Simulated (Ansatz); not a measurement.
CH3Li (SMILES [Li][CH3]), charge 0, multiplicity 1, relaxed at each level with Ansatz (an electronic-structure program); harmonic frequencies from differences of analytic forces, average atomic masses, frozen cores.

```
level               Li1–C2 (Å)  C2–H3 (Å)  C2–H4 (Å)  C2–H5 (Å)  Li1–C2–H3 (°)  Li1–C2–H4 (°)  Li1–C2–H5 (°)  dipole (D)
------------------  ----------  ---------  ---------  ---------  -------------  -------------  -------------  ----------
HF/def2-TZVPP           1.9859     1.0914     1.0914     1.0914          112.5          112.5          112.5        5.98
PBE/def2-TZVPP          1.9731     1.1048     1.1048     1.1048          112.8          112.8          112.8        5.40
r2SCAN/def2-TZVPP       1.9683     1.0989     1.0989     1.0989          113.3          113.3          113.3        5.69
B3LYP/def2-TZVPP        1.9689     1.0970     1.0970     1.0970          112.6          112.6          112.6        5.55
PBE0/def2-TZVPP         1.9614     1.0982     1.0982     1.0982          112.9          112.9          112.9        5.62
wB97X-V/def2-TZVPP      1.9679     1.0995     1.0995     1.0995          112.9          112.9          112.9        5.73
MP2/cc-pVTZ             1.9854     1.0951     1.0951     1.0951          112.8          112.8          112.8        5.71
CCSD(T)/cc-pVDZ         2.0182     1.1144     1.1144     1.1144          112.8          112.8          112.8        5.59
CCSD(T)/cc-pVTZ         1.9832     1.0994     1.0994     1.0994          113.0          113.0          113.0        5.72
```
